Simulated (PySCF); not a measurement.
sulfuric acid (H2O4S), SMILES O=S(=O)(O)O.

Geometry: B3LYP-D3(BJ)/def2-SVP. One conformer was computed; it need not be the lowest.

Two levels are set side by side: PBE/def2-TZVP (PySCF) and B3LYP/def2-TZVP (PySCF). Same geometry, gas phase. Differences are taken from unrounded values.

```
quantity                     B3LYP
---------------------------  -----
orbital gap (eV)              8.90
highest occupied level (eV)  -9.43
lowest empty level (eV)      -0.53
dipole moment (D)             3.08
mean polarisability (bohr³)   32.8
```

Task: What does PBE give, and how far is it from B3LYP? (Estimate from the structure and the level; the computed values follow.)

Result: 
```json
[
 {"quantity": "orbital gap (eV)", "PBE": "6.89", "PBE minus B3LYP": "-2.01"},
 {"quantity": "highest occupied level (eV)", "PBE": "-7.98", "PBE minus B3LYP": "1.45"},
 {"quantity": "lowest empty level (eV)", "PBE": "-1.09", "PBE minus B3LYP": "-0.56"},
 {"quantity": "dipole moment (D)", "PBE": "2.97", "PBE minus B3LYP": "-0.11"},
 {"quantity": "mean polarisability (bohr³)", "PBE": "33.9", "PBE minus B3LYP": "1.1"}
]
```

PBE's occupied levels lie high since its potential decays too fast outside the molecule; exact exchange lowers them and widens the gap. PBE's more diffuse valence density responds more strongly to a field. Differences between two approximate levels are no errors against the true value.

Rough cost on one machine, each run with all the roots and properties that it gave: B3LYP against PBE within a factor of 2.
